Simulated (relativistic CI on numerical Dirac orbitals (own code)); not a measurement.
## Au2+: calculation against measurement

Calculated at this level of theory: Dirac-Coulomb-Breit CI, orbitals from a KLI potential per configuration, a model potential for QED, valence Slater integrals scaled by 0.85, P86 correlation energy added to each configuration (own radial code, finite nucleus).

CI space (outside the closed core [Xe] 4f14): 5d9, 5d8 6s, 5d7 6s2, 5d8 6p, 5d8 5f, 5d7 6s 6p, 5d8 7s, 5d8 6d, 5d8 7p, 5d7 5f2, 5d8 7d, 5d8 6f, 5d8 5g, 5d8 7f, 5d7 6s 7s, 5d7 5f 6s. Levels of other configurations are missing.

```tsv
Configuration	Term (tabulated)	J	Measured (cm⁻¹)	Computed	Error	Purity (%)
5d9	2D	5/2	0.0	0	0	98
5d9	2D	3/2	12694.0	11796	-898	97
5d8 6s	4F	9/2	29753.6	34050	4296	97
5d8 6s	4F	7/2	35076.7	39602	4526	71
5d8 6s	4F	5/2	44425.9	48507	4081	59
5d8 6s	2F	7/2	45740.5	50314	4573	67
5d8 6s	4P †	1/2	49438.9	54848	5409	86
5d8 6s	4P †	3/2	49969.4	54676	4707	57
5d8 6s	2G	9/2	57818.6	62430	4611	95
5d8 6s	2P	1/2	58327.1	64547	6220	87
5d8 6s	2G	7/2	58584.6	63191	4606	92
```

Measured levels from Iglesias, J. Res. Natl. Bur. Stand. 64A, 481 (1960); pairs were made by configuration, J and term (by order where the table uses no LS term), so strongly mixed levels may be paired wrongly. Some J values or terms of the table were assigned by a fit.

Mean error by configuration (cm⁻¹): 5d9 -898; 5d8 6s 4702. Over the excited levels the mean absolute error is 4226 cm⁻¹ (10 of the 16 excited levels that our extract of the source holds in range could be paired, and the others can miss by more), and the median relative error of those above 1,000 cm⁻¹ is 9.6 %. † marks terms whose computed intervals miss the measured ones by more than a factor of 2.5, or configurations far off the rest, from wrong mixing, a near crossing or a doubtful label or measurement; they are left out of the means.
